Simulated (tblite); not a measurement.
Species: C3H10BP.
Atom-mapped SMILES: `[CH3:1][CH:2]([CH3:3])[BH:4][PH2:5]` (hydrogens: H6, H7, H8 on C1; H9 on C2; H10, H11, H12 on C3; H13 on B4; H14, H15 on P5)

Computed with GFN2-xTB (tblite), gas phase: Langevin dynamics at 300 K from the optimised GFN2-xTB geometry, time step 0.5 fs, friction 0.01 fs⁻¹, 2000 steps. The instantaneous temperature is 2·E(kin)/(3Nk) with all 3N coordinates.

```tsv
t (fs)	T (K)	E(pot) above start (eV)	C1–C2 (Å)	C2–C3 (Å)	C2–B4 (Å)	B4–P5 (Å)	C1–H6 (Å)	C1–C2–B4–P5 (°)
0	239	0.000	1.533	1.539	1.588	1.861	1.089	-134
25	142	0.277	1.555	1.531	1.606	1.852	1.104	-125
50	256	0.257	1.560	1.507	1.570	1.867	1.097	-122
75	229	0.342	1.558	1.546	1.569	1.916	1.108	-118
100	171	0.461	1.528	1.589	1.533	1.875	1.115	-118
125	157	0.341	1.552	1.549	1.556	1.912	1.092	-120
150	168	0.259	1.588	1.523	1.600	1.887	1.066	-114
175	230	0.330	1.544	1.561	1.545	1.844	1.094	-115
200	147	0.541	1.502	1.523	1.576	1.888	1.125	-113
225	261	0.360	1.526	1.516	1.608	1.842	1.081	-114
250	242	0.421	1.547	1.567	1.552	1.919	1.060	-116
275	301	0.489	1.487	1.585	1.650	1.840	1.098	-130
300	270	0.504	1.485	1.552	1.625	1.862	1.099	-124
325	248	0.482	1.562	1.552	1.568	1.913	1.076	-120
350	187	0.532	1.587	1.570	1.614	1.849	1.093	-119
375	257	0.380	1.545	1.540	1.593	1.931	1.108	-122
400	206	0.473	1.518	1.572	1.619	1.851	1.139	-115
425	339	0.302	1.546	1.596	1.585	1.867	1.081	-113
450	288	0.516	1.532	1.566	1.626	1.843	1.050	-117
475	352	0.390	1.546	1.501	1.553	1.886	1.119	-106
500	291	0.388	1.550	1.524	1.624	1.881	1.096	-109
525	155	0.597	1.526	1.505	1.592	1.908	1.059	-111
550	215	0.387	1.532	1.506	1.627	1.821	1.085	-114
575	250	0.419	1.558	1.494	1.552	1.849	1.125	-119
600	222	0.410	1.558	1.533	1.583	1.877	1.068	-114
625	256	0.446	1.556	1.531	1.610	1.830	1.077	-106
650	282	0.426	1.549	1.539	1.606	1.849	1.099	-97
675	290	0.498	1.545	1.527	1.615	1.882	1.068	-90
700	346	0.462	1.520	1.480	1.629	1.855	1.058	-79
725	231	0.462	1.564	1.577	1.587	1.886	1.107	-66
750	331	0.422	1.561	1.538	1.638	1.889	1.091	-63
775	388	0.340	1.541	1.496	1.620	1.861	1.081	-57
800	304	0.561	1.559	1.548	1.537	1.922	1.098	-65
825	319	0.586	1.604	1.575	1.559	1.868	1.134	-68
850	288	0.523	1.522	1.495	1.616	1.901	1.060	-72
875	322	0.290	1.544	1.556	1.670	1.862	1.087	-80
900	257	0.429	1.569	1.537	1.562	1.936	1.120	-82
925	293	0.480	1.585	1.510	1.573	1.865	1.108	-92
950	335	0.529	1.580	1.544	1.570	1.858	1.052	-103
975	318	0.336	1.528	1.601	1.586	1.923	1.101	-102
1000	170	0.559	1.495	1.558	1.608	1.815	1.137	-104
```

**Question.** From 500 fs on, how do temperature and potential energy compare with equipartition?

**Answer.** The mean temperature of these 21 frames is 279 K against the target 300 K, and the mean potential energy 0.45 eV against 39 × kT/2 = 0.50 eV for 39 classical harmonic modes. For 15 atoms in a canonical ensemble the temperature itself scatters by T·√(2/(3N)) = 63 K; here its standard deviation is 57 K. The whole run lasts only 10 friction times of 100 fs, so these averages carry a wide statistical error.

**Question.** What are the kinetic and total energies of the listed frame with the highest potential energy?

**Answer.** The one at 525 fs, 0.597 eV above the start. Its kinetic energy is 3NkT/2 = 0.301 eV at 155 K, so the sum is 0.90 eV; over the listed frames the sum runs from 0.46 to 1.20 eV, since the thermostat adds and removes energy.

**Question.** How much do the listed bonds fluctuate from 500 fs on?

**Answer.** 
```csv
bond,at the start (Å),mean (Å),standard deviation (Å)
C1–C2,1.533,1.550,0.024
C2–C3,1.539,1.532,0.030
C2–B4,1.588,1.598,0.032
B4–P5,1.861,1.873,0.032
C1–H6,1.089,1.091,0.025
```

The motion is classical and holds no zero-point motion.

The cost below is that of the whole dynamics run. The run took 9.4 s of wall time on one thread of an Arm Neoverse V1, no GPU, shared host with 32 logical CPUs at a one-minute load of 9.9, and the process peaked at 0.17 GiB of memory.
